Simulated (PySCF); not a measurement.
SMILES [SiH3]c1ccc(-c2ccco2)s1 (C₈H₈OSSi), GFN2-xTB optimised geometry.

```
19

Si     1.54    -3.93     0.00
C      1.28    -2.07     0.00
C      2.22    -1.07     0.00
C      1.67     0.22     0.00
C      0.30     0.22     0.00
C     -0.58     1.35     0.00
C     -1.96     1.41    -0.01
C     -2.29     2.78    -0.01
C     -1.11     3.45     0.01
O     -0.07     2.60     0.01
S     -0.32    -1.40     0.00
H      0.93    -4.49    -1.21
H      2.98    -4.16     0.01
H      0.91    -4.50     1.19
H      3.27    -1.27     0.00
H      2.26     1.13     0.00
H     -2.63     0.57    -0.02
H     -3.27     3.21    -0.01
H     -0.88     4.50     0.01
```

Density from PySCF with B3LYP/def2-SVP at that geometry.

Minimum of the electron density along straight lines between bonded atoms, close to the bond critical point (lines longer than 1.1 times the sum of covalent radii, or with two minima, are not listed):

```json
[
 {"bond": "Si1–C2", "length / Å": "1.874", "ρ at the minimum / e bohr⁻³": "0.112", "∇²ρ there / e bohr⁻⁵": "0.37", "position (fraction from the first atom)": "0.38"},
 {"bond": "C2–C3", "length / Å": "1.367", "ρ at the minimum / e bohr⁻³": "0.319", "∇²ρ there / e bohr⁻⁵": "-0.80", "position (fraction from the first atom)": "0.51"},
 {"bond": "C3–C4", "length / Å": "1.404", "ρ at the minimum / e bohr⁻³": "0.302", "∇²ρ there / e bohr⁻⁵": "-0.76", "position (fraction from the first atom)": "0.50"},
 {"bond": "C4–C5", "length / Å": "1.371", "ρ at the minimum / e bohr⁻³": "0.318", "∇²ρ there / e bohr⁻⁵": "-0.80", "position (fraction from the first atom)": "0.48"},
 {"bond": "C5–C6", "length / Å": "1.432", "ρ at the minimum / e bohr⁻³": "0.289", "∇²ρ there / e bohr⁻⁵": "-0.73", "position (fraction from the first atom)": "0.50"},
 {"bond": "C6–C7", "length / Å": "1.374", "ρ at the minimum / e bohr⁻³": "0.321", "∇²ρ there / e bohr⁻⁵": "-0.81", "position (fraction from the first atom)": "0.52"},
 {"bond": "C7–C8", "length / Å": "1.411", "ρ at the minimum / e bohr⁻³": "0.295", "∇²ρ there / e bohr⁻⁵": "-0.71", "position (fraction from the first atom)": "0.50"},
 {"bond": "C8–C9", "length / Å": "1.362", "ρ at the minimum / e bohr⁻³": "0.328", "∇²ρ there / e bohr⁻⁵": "-0.85", "position (fraction from the first atom)": "0.48"},
 {"bond": "C6–O10", "length / Å": "1.354", "ρ at the minimum / e bohr⁻³": "0.285", "∇²ρ there / e bohr⁻⁵": "-0.05", "position (fraction from the first atom)": "0.33"},
 {"bond": "C9–O10", "length / Å": "1.343", "ρ at the minimum / e bohr⁻³": "0.289", "∇²ρ there / e bohr⁻⁵": "0.07", "position (fraction from the first atom)": "0.33"},
 {"bond": "C2–S11", "length / Å": "1.736", "ρ at the minimum / e bohr⁻³": "0.209", "∇²ρ there / e bohr⁻⁵": "-0.41", "position (fraction from the first atom)": "0.46"},
 {"bond": "C5–S11", "length / Å": "1.735", "ρ at the minimum / e bohr⁻³": "0.211", "∇²ρ there / e bohr⁻⁵": "-0.45", "position (fraction from the first atom)": "0.48"},
 {"bond": "Si1–H12", "length / Å": "1.464", "ρ at the minimum / e bohr⁻³": "0.117", "∇²ρ there / e bohr⁻⁵": "0.34", "position (fraction from the first atom)": "0.49"},
 {"bond": "Si1–H13", "length / Å": "1.463", "ρ at the minimum / e bohr⁻³": "0.117", "∇²ρ there / e bohr⁻⁵": "0.33", "position (fraction from the first atom)": "0.49"},
 {"bond": "Si1–H14", "length / Å": "1.464", "ρ at the minimum / e bohr⁻³": "0.117", "∇²ρ there / e bohr⁻⁵": "0.34", "position (fraction from the first atom)": "0.49"},
 {"bond": "C3–H15", "length / Å": "1.076", "ρ at the minimum / e bohr⁻³": "0.285", "∇²ρ there / e bohr⁻⁵": "-1.10", "position (fraction from the first atom)": "0.63"},
 {"bond": "C4–H16", "length / Å": "1.075", "ρ at the minimum / e bohr⁻³": "0.285", "∇²ρ there / e bohr⁻⁵": "-1.10", "position (fraction from the first atom)": "0.64"},
 {"bond": "C7–H17", "length / Å": "1.071", "ρ at the minimum / e bohr⁻³": "0.286", "∇²ρ there / e bohr⁻⁵": "-1.11", "position (fraction from the first atom)": "0.63"},
 {"bond": "C8–H18", "length / Å": "1.071", "ρ at the minimum / e bohr⁻³": "0.286", "∇²ρ there / e bohr⁻⁵": "-1.12", "position (fraction from the first atom)": "0.64"},
 {"bond": "C9–H19", "length / Å": "1.072", "ρ at the minimum / e bohr⁻³": "0.292", "∇²ρ there / e bohr⁻⁵": "-1.18", "position (fraction from the first atom)": "0.65"}
]
```
